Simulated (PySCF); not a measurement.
Ligand exchange on a metal centre used in film growth or etching (Hf OH-H). Gas-phase values, no solvent. One relaxed conformer stands for each flexible species; it need not be the lowest.

Calculation: PySCF 2.14.0 with B3LYP-D3(BJ)/def2-TZVP // r2SCAN-D4/def2-SVP. All candidates: neutral, multiplicity 1. B3LYP has the VWN-RPA correlation part, as in Gaussian. 

The HOMO is -7.52 eV, the LUMO is -0.12 eV and the HOMO–LUMO gap comes out as 7.40 eV.

### Question
Identify which member has these values.
A. [Hf(OH)4]
B. [Hf(H)4]
C. [Hf(OH)2(H)2]
D. [Hf(OH)3(H)]

### Answer
D, [Hf(OH)3(H)]. The others give [Hf(H)4]: -8.27 eV, -2.34 eV, 5.93 eV; [Hf(OH)4]: -8.14 eV, -0.21 eV, 7.93 eV; [Hf(OH)2(H)2]: -7.45 eV, -1.26 eV, 6.20 eV
